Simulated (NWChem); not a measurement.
System: HSeOCl; SMILES O[Se]Cl

NWChem input:

```
start job
memory heap 200 mb stack 900 mb global 1100 mb
geometry units angstroms noautoz
  Se     0.391654     0.479011    -0.003712
  Cl    -0.169034    -1.638217     0.005108
  O     -1.195248     1.278721     0.083455
  H     -1.546577     1.331687    -0.816913
end
basis spherical
  * library def2-tzvp
end
dft
  xc xpbe96 cpbe96
  iterations 150
  mulliken
end
task dft energy
```

Parts of the log:

```
             Northwest Computational Chemistry Package (NWChem) 7.3.0
             --------------------------------------------------------

 C1  symmetry detected

                             Geometry "geometry" -> ""
                             -------------------------

 Output coordinates in angstroms (scale by  1.889725989 to convert to a.u.)

  No.       Tag          Charge          X              Y              Z
 ---- ---------------- ---------- -------------- -------------- --------------
    1 Se                  34.0000     0.41258651     0.47058132     0.00407876
    2 Cl                  17.0000    -0.19200776    -1.63454437     0.00792700
    3 O                    8.0000    -1.15835069     1.30315706     0.07015521
    4 H                    1.0000    -1.49700384     1.36223293    -0.83467852

 Effective nuclear repulsion energy (a.u.)     258.7884596954

  pbe96 is a nonlocal functional; adding pw91lda local functional.

                                 NWChem DFT Module
                                 -----------------

 Summary of "ao basis" -> "ao basis" (spherical)
 ------------------------------------------------------------------------------
       Tag                 Description            Shells   Functions and Types
 ---------------- ------------------------------  ------  ---------------------
 Se                        def2-tzvp                16       48   6s5p4d1f
 Cl                        def2-tzvp                13       37   5s5p2d1f
 O                         def2-tzvp                11       31   5s3p2d1f
 H                         def2-tzvp                 4        6   3s1p

            General Information
            -------------------
          SCF calculation type: DFT
          Wavefunction type:  closed shell.
          No. of atoms     :     4
          No. of electrons :    60
           Alpha electrons :    30
            Beta electrons :    30
          Charge           :     0
          Spin multiplicity:     1
          Use of symmetry is: off; symmetry adaption is: off
          Maximum number of iterations: 150
          AO basis - number of functions:   122
                     number of shells:    44
          Convergence on energy requested:  1.00D-06
          Convergence on density requested:  1.00D-05
          Convergence on gradient requested:  5.00D-04

              XC Information
              --------------
          PerdewBurkeErnzerhof Exchange Functional  1.000
            Perdew 1991 LDA Correlation Functional  1.000 local
           PerdewBurkeErnz. Correlation Functional  1.000 non-local

             Grid Information
             ----------------
          Grid used for XC integration:  medium
          Radial quadrature: Mura-Knowles
          Angular quadrature: Lebedev.
          Tag              B.-S. Rad. Rad. Pts. Rad. Cut. Ang. Pts.
          ---              ---------- --------- --------- ---------
          Se                  1.15      112           8.0       590
          Cl                  1.00       88          10.0       590
          O                   0.60       49           9.0       434
          H                   0.35       45          10.0       434
          Grid pruning is: on
          Number of quadrature shells:   294
          Spatial weights used:  Erf1

      Superposition of Atomic Density Guess
      -------------------------------------

 Sum of atomic energies:       -2934.56833162

      Non-variational initial energy
      ------------------------------

 Total energy =   -2934.967851
 1-e energy   =   -4598.637052
 2-e energy   =    1404.880742
 HOMO         =      -0.224620
 LUMO         =      -0.049405

     ---------------------------------------------
      Total Density - Mulliken Population Analysis
     ---------------------------------------------

    Atom       Charge   Shell Charges
 -----------   ------   -------------------------------------------------------
    1 Se  34    33.42   2.00  2.00  1.17  0.78  0.99  0.96  6.00  5.93  0.79  1.81  0.84  8.97  1.04  0.04  0.09  0.03
    2 Cl  17    17.32   2.01  0.45  1.52  1.11  0.85  4.19  1.69  1.08  2.88  1.51  0.01  0.03  0.00
    3 O    8     8.70   0.79  1.18  0.59  0.96  0.26  1.92  2.12  0.85  0.00  0.02  0.00
    4 H    1     0.56   0.20  0.26  0.06  0.04

   convergence    iter        energy       DeltaE   RMS-Dens  Diis-err
 ---------------- ----- ----------------- --------- --------- ---------
 d= 0,ls=0.0,diis     1  -2936.9190287911 -3.20D+03  9.63D-03  1.63D+00
 d= 0,ls=0.0,diis     2  -2936.7559790339  1.63D-01  8.94D-03  2.15D+00
 d= 0,ls=0.0,diis     3  -2936.8929806146 -1.37D-01  3.67D-03  1.12D+00
 d= 0,ls=0.0,diis     4  -2936.9901014188 -9.71D-02  1.97D-03  6.51D-02
 d= 0,ls=0.0,diis     5  -2936.9955052007 -5.40D-03  9.25D-04  2.70D-02
  Resetting Diis
 d= 0,ls=0.0,diis     6  -2936.9989005638 -3.40D-03  2.19D-04  1.09D-03
 d= 0,ls=0.0,diis     7  -2936.9990334257 -1.33D-04  1.30D-04  1.02D-04
 d= 0,ls=0.0,diis     8  -2936.9990027874  3.06D-05  8.91D-05  3.52D-04
 d= 0,ls=0.0,diis     9  -2936.9990438123 -4.10D-05  1.81D-05  1.95D-05
 d= 0,ls=0.0,diis    10  -2936.9990453655 -1.55D-06  5.99D-06  1.40D-06
 d= 0,ls=0.0,diis    11  -2936.9990455260 -1.60D-07  1.53D-06  7.27D-08

         Total DFT energy =    -2936.999045525950
      One electron energy =    -4597.925409127088
           Coulomb energy =     1525.856286142520
    Exchange-Corr. energy =     -123.718382236794
 Nuclear repulsion energy =      258.788459695412

 Numeric. integr. density =       60.000000319841

                       DFT Final Molecular Orbital Analysis
                       ------------------------------------

[...]
```

Level: PBE/def2-TZVP. Coordinates come from a PBE0/def2-SVP optimisation.
